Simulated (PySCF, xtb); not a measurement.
Nb(OH)4 (H4NbO4), SMILES [OH][Nb]([OH])([OH])[OH] (connectivity only; charge and spin as stated), neutral, multiplicity 2. One conformer was computed; it need not be the lowest.

Harmonic wavenumbers (cm⁻¹) from GFN2-xTB (xtb) at its own minimum, in rising order: 65, 142, 145, 165, 247, 303, 341, 365, 368, 494, 495, 496, 501, 529, 547, 568, 573, 3576, 3578, 3586, 3593.

What does PBE-D3(BJ)/def2-SVP in PySCF 2.14.0 give at its own minimum? (Estimate from the structure and the level; the computed values follow.)

145, 153, 168, 181, 233, 272, 277, 308, 341, 496, 506, 515, 559, 679, 685, 691, 715, 3769, 3769, 3770, 3774. Paired by order, the mean absolute difference is 82 cm⁻¹ and the zero-point energies are 29.6 and 31.5 kcal/mol.
